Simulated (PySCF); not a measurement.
C₃H₇BO₂, SMILES OCB1CCO1.

Geometry: B3LYP-D3(BJ)/def2-SVP. This is a generated structure with no PubChem entry under its InChIKey; it may be hypothetical. Other conformers were not sampled.

The numbers are results of TDA-B3LYP/def2-SVPD (PySCF), not measurements.

Vertical excitations. The molecule is in vacuum.

Computed UV-visible absorptions:
| state | energy (eV) | λ (nm) | f | main pairs |
|---|---|---|---|---|
| S1 | 6.15 | 201 | 0.010 | HOMO→LUMO 87 % |
| S2 | 6.45 | 192 | 0.002 | HOMO→LUMO+1 83 % |
| S3 | 6.95 | 179 | 0.016 | HOMO−1→LUMO 79 % |
| S4 | 7.00 | 177 | 0.031 | HOMO→LUMO+2 79 % |
| S5 | 7.34 | 169 | 0.006 | HOMO−1→LUMO+1 82 % |
| S6 | 7.51 | 165 | 0.022 | HOMO→LUMO+3 87 % |
| S7 | 7.64 | 162 | 0.008 | HOMO−3→LUMO 68 %, HOMO−2→LUMO 17 % |
| S8 | 7.82 | 159 | 0.021 | HOMO−1→LUMO+2 87 % |
| S9 | 8.02 | 155 | 0.005 | HOMO−2→LUMO+1 71 %, HOMO−2→LUMO 23 % |
| S10 | 8.08 | 153 | 0.009 | HOMO→LUMO+4 91 % |
| T1 | 5.79 | 214 | 0 | HOMO→LUMO 81 % |
| T2 | 6.25 | 198 | 0 | HOMO→LUMO+1 64 %, HOMO→LUMO+2 25 % |
| T3 | 6.54 | 190 | 0 | HOMO−1→LUMO 69 % |
| T4 | 6.79 | 183 | 0 | HOMO−2→LUMO 69 % |
Triplets are in the Tamm–Dancoff approximation.
